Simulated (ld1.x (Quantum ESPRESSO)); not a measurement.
# Pseudopotential generation for tungsten (W): TM, PBE, scalar-relativistic.

```json
{
 "Element": "W",
 "Generator": "ld1.x (Quantum ESPRESSO) 7.5",
 "Type": "norm-conserving Troullier–Martins (Kleinman–Bylander form)",
 "Functional": "PBE",
 "Relativity": "scalar-relativistic",
 "Frozen core": "[Kr] 4d10 4f14",
 "Valence charge": "14",
 "Reference configuration": "5s2 5p6 5d4 6s2 6p0",
 "Partial waves": "5s (bound): rc 1.45 bohr; 5p (bound): rc 1.45 bohr; 5d (bound): rc 2.10 bohr",
 "Local potential": "all-electron potential smoothed inside 1.60 bohr (lloc = -1)",
 "Core correction": "none"
}
```

Occupied shells without a wave of their own: 6s. They enter only through the test configuration that unscreens the potential.

All-electron outer shells of the reference configuration (PBE, scalar-relativistic, ld1.x):

```json
{"shell": "4d", "level (eV)": "-238.43", "outermost node (bohr)": "0.22", "outermost maximum (bohr)": "0.45"}
{"shell": "5s", "level (eV)": "-79.07", "outermost node (bohr)": "0.53", "outermost maximum (bohr)": "0.96"}
{"shell": "5p", "level (eV)": "-43.20", "outermost node (bohr)": "0.57", "outermost maximum (bohr)": "1.09"}
{"shell": "4f", "level (eV)": "-33.21", "outermost node (bohr)": "–", "outermost maximum (bohr)": "0.43"}
{"shell": "6s", "level (eV)": "-5.71", "outermost node (bohr)": "1.28", "outermost maximum (bohr)": "2.67"}
{"shell": "5d", "level (eV)": "-4.48", "outermost node (bohr)": "0.63", "outermost maximum (bohr)": "1.49"}
{"shell": "6p", "level (eV)": "-1.36", "outermost node (bohr)": "1.54", "outermost maximum (bohr)": "3.75"}
```

(1) Estimate the cutoffs (Ry, on a coarse ladder) from which the occupation-weighted sum of valence levels, in a spherical-Bessel basis at the reference potential, stays within 10 and 1 mRy of its value at 400 Ry.

(2) What does a ghost test show?

(3) Tests: 5s2 5p6 5d4 6s1 6p0; 5s2 5p6 5d4 6s0 6p0; 5s2 5p6 5d3 6s0 6p0; 5s2 5p6 5d3 6s2 6p0; 5s2 5p5 5d4 6s2 6p0; 5s2 5p6 5d4 6s0 6p2; 5s2 5p6 5d4 6s1.5 6p0. Which has the largest error in its energy relative to the reference configuration, and how large is it?

Answers

(1) 90 Ry and 140 Ry.

(2) No extra level below or beside the all-electron valence levels (s, p, d, f tested).

(3) 5s2 5p5 5d4 6s2 6p0, with -93 meV (all-electron minus pseudo) on +48.94 eV.
